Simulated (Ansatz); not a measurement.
Abridged output of a molecular run in Ansatz:

```
Functional definition: HF
1268 factors; integrals over basis functions are off by at most 1.4e-3 eV
mean field evaluation 1: about -59710.9648 eV, gradient 2.9e1 eV
mean field evaluation 2: about -59711.0268 eV, gradient 2.9e1 eV
mean field evaluation 4: about -59713.5970 eV, gradient 3.6e0 eV
mean field evaluation 8: about -59713.6372 eV, gradient 6.2e-5 eV
mean field -59713.63721904 eV, -2194.4356924428 hartree, gradient 2.4e-6 eV, S^2 0.000000; 0 other end points of the search recorded, 0 dependent functions left out
12 core orbitals not correlated: weight in the atoms' cores, before any rotation towards them, 1.000 or more for the frozen orbitals, at most 0.000 for the correlated occupied ones
reference -59713.63721904 eV, -2194.4356924428 hartree; 18, 18 occupied and 94, 94 virtual orbitals, 1268 factors
second order -18.52070267 eV of doubles, -0.00000000 eV of singles
cycle   1  -19.30300837 eV  change   -7.8e-1 eV  update   9.3e-2
cycle   2  -19.90054239 eV  change   -6.0e-1 eV  update   2.8e-2
cycle   3  -19.97079094 eV  change   -7.0e-2 eV  update   1.1e-2
cycle   4  -19.97224114 eV  change   -1.5e-3 eV  update   2.6e-3
cycle   5  -19.97226003 eV  change   -1.9e-5 eV  update   7.2e-4
cycle   6  -19.97205346 eV  change    2.1e-4 eV  update   2.1e-4
cycle   7  -19.97202566 eV  change    2.8e-5 eV  update   6.0e-5
cycle   8  -19.97202343 eV  change    2.2e-6 eV  update   1.8e-5
perturbative correction -0.57645619 eV, -0.0211843741 hartree
Total energy: -59734.18569866 eV, -2195.1908351405 hartree
```

Its atoms:

Cartesian coordinates in Å:
```
C -0.640 0.745 -1.176
C -0.430 -0.203 -0.003
C -0.549 0.519 1.333
Ge 1.305 -1.122 -0.148
H -0.592 0.227 -2.137
H -1.617 1.235 -1.110
H 0.118 1.535 -1.187
H -1.188 -0.993 -0.046
H 0.213 1.299 1.431
H -0.438 -0.161 2.180
H -1.526 1.008 1.425
H 1.500 -2.109 1.019
H 2.443 -0.082 -0.106
H 1.401 -1.899 -1.475
```

Problem. Which basis set was used?
A. def2-SVPD
B. cc-pV(T+d)Z
C. def2-SVP
D. cc-pV(Q+d)Z

Solution. C. It gives 124 functions.

Problem. Write the keys of the input that set method, charge and spin (a neutral closed shell needs none for the last two).

Solution. 
```yaml
correlation: {method: ccsd_t}
```
